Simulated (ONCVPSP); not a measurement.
**LDA (Perdew-Wang 92) ONCV dataset for Fe, non-relativistic all-electron reference.**

| Item | Value |
| --- | --- |
| Element | Fe |
| Generator | ONCVPSP 4.0.1 |
| Type | optimised norm-conserving Vanderbilt (ONCV) |
| Functional | LDA (Perdew-Wang 92) |
| Relativity | non-relativistic |
| Frozen core | [Ne] |
| Valence charge | 16 |
| Reference configuration | 3s2 3p6 3d6 4s2 |
| Partial waves | 3s+4s: rc 1.40 bohr, ncon 4, nbas 7, qcut 8.3 1/bohr, 2 projectors; 3p: rc 1.30 bohr, ncon 5, nbas 9, qcut 10.6 1/bohr, 1 projector; 3d: rc 1.55 bohr, ncon 3, nbas 7, qcut 10.7 1/bohr, 2 projectors, debl 1.4 Ha |
| Local potential | polynomial inside 0.95 bohr (lpopt 5, dvloc0 0 Ha) |
| Core correction | none |

(1) Estimate the cutoffs (Ha) at which the residual kinetic energy of the hardest occupied pseudo-wave falls to 1 and 0.1 mHa per electron.

(2) Does the potential have ghost states?

(3) Which valence shell sets the plane-wave cutoff?

(4) Tests: 3s2 3p6 3d6 4s1; 3s2 3p6 3d6 4s0; 3s2 3p6 3d5 4s0; 3s2 3p6 3d6 4s0 4p1. Which has the largest error in its energy relative to the reference configuration, and how large is it?

## Answers

(1) 42 Ha and 48 Ha.

(2) No bound ghost flagged; no localised positive-energy state flagged.

(3) 3d: 42 Ha for 1 mHa per electron, against 33 Ha for 3p.

(4) 3s2 3p6 3d5 4s0, with +30 meV (all-electron minus pseudo) on +59.86 eV.
